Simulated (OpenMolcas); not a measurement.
# Ni3+: moving or changing the point charges

Ni3+ among 6 point charges of -2.2 e arranged as an octahedron (Oh), 1.79 Å from the ion.

```yaml
Program: OpenMolcas 26.06
Method: CASSCF
Basis: ANO-RCC-VDZP [5s4p2d1f]
Scalar_Hamiltonian: DKH2, point nucleus
Active_space: 7 electrons in 5 orbitals (3d)
State_averaging: 2S+1 = 4 even, 10 roots; 2S+1 = 2 even, 40 roots
Spin-orbit_coupling: state interaction with AMFI integrals over the reference wave functions
```

Runs around this geometry, states (labels of O, the rotations of Oh). Energies in cm-1 above the lowest state or level, χT in cm3 K/mol; under a threefold ground state the first gap can be a small split of the lowest multiplet, not the spin-orbit step; 10Dq and B are least-squares fits to the states below 45000 cm-1, weighted by degeneracy, with a free offset, and given where the rms deviation is under 5 % of |10Dq| (or 100 cm-1) and under 700 cm-1.

```json
{"R (Å)": "1.79", "q (e)": "-1.76", "Ground state": "4T1", "First state of that spin": "4T2 3970", "10Dq": "4389", "B (rms of fit)": "1408 (159)", "First gap with spin-orbit (degeneracies)": "471.1 (2, 4)", "χT at 300 K": "3.884", "First state of another spin": "2E 20723"}
{"R (Å)": "1.65", "q (e)": "-2.2", "Ground state": "4T1", "First state of that spin": "4T2 7190", "10Dq": "7777", "B (rms of fit)": "1400 (330)", "First gap with spin-orbit (degeneracies)": "500.5 (2, 4)", "χT at 300 K": "3.593", "First state of another spin": "2E 18250"}
{"R (Å)": "1.79", "q (e)": "-2.2", "Ground state": "4T1", "First state of that spin": "4T2 4996", "10Dq": "5462", "B (rms of fit)": "1407 (186)", "First gap with spin-orbit (degeneracies)": "487.6 (2, 4)", "χT at 300 K": "3.759", "First state of another spin": "2E 20011"}
{"R (Å)": "1.91", "q (e)": "-2.2", "Ground state": "4T1", "First state of that spin": "4T2 3724", "10Dq": "4117", "B (rms of fit)": "1408 (166)", "First gap with spin-orbit (degeneracies)": "465.4 (2, 4)", "χT at 300 K": "3.922", "First state of another spin": "2E 20919"}
```

Taking |10Dq| as R^-n, n = -ln(4117 / 7777) / ln(1.91 / 1.65) = 4.3 between the shortest and longest distance. The point-charge formula for a cubic d site gives n = 5.

Scaling the charges by -1.76 / -2.2 = 0.80 scales |10Dq| by 4389 / 5462 = 0.80; with fixed orbitals a first-order splitting would follow the charge.

An orbital triplet at a regular site is open to Jahn-Teller coupling, which can distort the site and quench the lowest spin-orbit gaps and is left out. Without dynamic correlation the repulsion within the d shell is too large (B by tens of per cent), so at a given field states of lower spin stand too high. Point charges give a weaker field than real ligands, and real ions of this kind are often low spin; the high spin found here belongs to the model. This field is weak: 10Dq is about 4389 cm-1, while octahedral complexes of 3d ions of charge 3 and more, computed by the same method with explicit ligands, had a median near 15000 cm-1. Ground spin and moment need not be those of a real site (figures for R = 1.79, q = -1.76; the like holds for R = 1.65, q = -2.2, R = 1.79, q = -2.2, R = 1.91, q = -2.2). Point charges carry no covalency, so the field is a model and not that of real ligands. No measured value stands beside these numbers.
